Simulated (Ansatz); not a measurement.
Reactions of C$_{2}$H$_{9}$BSn, SMILES `CC[BH][SnH3]`.

Program: Ansatz. Geometries: PBE0-D4/def2-TZVP. ΔE: electronic, gas phase. CBS: MP2 limit from def2 TZ/QZ plus the TZ coupled-cluster correction, frozen cores. This one scheme is used for every species. DFT in def2-TZVPP. B3LYP here is the variant with VWN-RPA as its local correlation; programs differ in this. def2 core potentials past Kr. For Sn outer-core shells are correlated without core-valence functions, which leaves a few kJ/mol of doubt a bond. One conformer a species, not always the lowest.

```json
{"reaction": "`CC[BH][SnH3]` + H–F → `FC[BH][SnH3]` + CH₄", "B3LYP-D4 (kJ/mol)": "24"}
{"reaction": "`CC[BH][SnH3]` + CH₃NH₂ → `CCBNC` + `[SnH4]`", "B3LYP-D4 (kJ/mol)": "-165"}
{"reaction": "`CC[BH][SnH3]` + fluoromethane → `FC[BH][SnH3]` + ethane", "B3LYP-D4 (kJ/mol)": "-10"}
{"reaction": "`CC[BH][SnH3]` + CH₃SH → `CCBSC` + `[SnH4]`", "B3LYP-D4 (kJ/mol)": "-112"}
{"reaction": "`CC[BH][SnH3]` + `BCC#C` → `BCBCC` + `C#[C][SnH3]`", "B3LYP-D4 (kJ/mol)": "-62"}
```

Task: Give the CCSD(T)/CBS values in the same order. (Estimate.)

Result: Ansatz gave: 44, -155, -5, -105, -68 kJ/mol.

Largest T1 diagnostic: 0.014, for `C#[C][SnH3]`.
